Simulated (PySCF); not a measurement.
Correlation energy of Ni (nickel, neutral)

[Ar] 3d10, closed-shell 1S (an excited configuration). Calculation: PySCF 2.14, in dyall-av2z (16s12p7d2f, 101 functions); the non-relativistic Hamiltonian (point nucleus). Frozen: [Ar]; 10 electrons correlated; the 33 highest virtual orbitals of each spin left out.

```csv
level,correlation energy (mhartree)
CCSD,-412.14
(T),-30.83
CCSD(T),-442.97
```

Diagnostics: T1 = 0.036, D1 = 0.0514, largest double amplitude 0.027.

T1 exceeds 0.03, a sign that the reference determinant is poor.

Cost of the coupled-cluster step: roughly 4 core-seconds, for 10 correlated electrons.

Iterations:

```
CC2 = 0
CCSD nocc = 5, nmo = 59
frozen orbitals [0, 1, 2, 3, 4, 5, 6, 7, 8, 68, 69, 70, 71, 72, 73, 74, 75, 76, 77, 78, 79, 80, 81, 82, 83, 84, 85, 86, 87, 88, 89, 90, 91, 92, 93, 94, 95, 96, 97, 98, 99, 100]
max_cycle = 100
direct = 0
conv_tol = 1e-08
conv_tol_normt = 1e-06
diis_space = 8
diis_start_cycle = 0
Init t2, MP2 energy = -1507.1679055849  E_corr(MP2) -0.522241435147511
Init E_corr(CCSD) = -0.522241435147516
cycle = 1  E_corr(CCSD) = -0.342093466279424  dE = 0.180147969  norm(t1,t2) = 0.219709
cycle = 2  E_corr(CCSD) = -0.465624420124181  dE = -0.123530954  norm(t1,t2) = 0.25542
cycle = 3  E_corr(CCSD) = -0.420215979434554  dE = 0.0454084407  norm(t1,t2) = 0.300904
cycle = 4  E_corr(CCSD) = -0.413546584603285  dE = 0.00666939483  norm(t1,t2) = 0.0380833
cycle = 5  E_corr(CCSD) = -0.41154683355809  dE = 0.00199975105  norm(t1,t2) = 0.00932651
cycle = 6  E_corr(CCSD) = -0.411624588853534  dE = -7.77552954e-05  norm(t1,t2) = 0.00242478
cycle = 7  E_corr(CCSD) = -0.411939231402503  dE = -0.000314642549  norm(t1,t2) = 0.00168809
cycle = 8  E_corr(CCSD) = -0.412095703435446  dE = -0.000156472033  norm(t1,t2) = 0.00110993
cycle = 9  E_corr(CCSD) = -0.412145920272773  dE = -5.02168373e-05  norm(t1,t2) = 0.000280597
cycle = 10  E_corr(CCSD) = -0.412140126240938  dE = 5.79403183e-06  norm(t1,t2) = 7.56126e-05
cycle = 11  E_corr(CCSD) = -0.41213976233816  dE = 3.63902778e-07  norm(t1,t2) = 2.3025e-05
cycle = 12  E_corr(CCSD) = -0.412139132241625  dE = 6.30096535e-07  norm(t1,t2) = 7.14552e-06
cycle = 13  E_corr(CCSD) = -0.412138614405237  dE = 5.17836388e-07  norm(t1,t2) = 3.98586e-06
cycle = 14  E_corr(CCSD) = -0.41213873200769  dE = -1.17602452e-07  norm(t1,t2) = 7.99418e-07
cycle = 15  E_corr(CCSD) = -0.412138725340226  dE = 6.66746403e-09  norm(t1,t2) = 3.06058e-07
CCSD converged
E(CCSD) = -1507.057802875093  E_corr = -0.4121387253402256
CCSD(T) correction = -0.0308286292280336
```
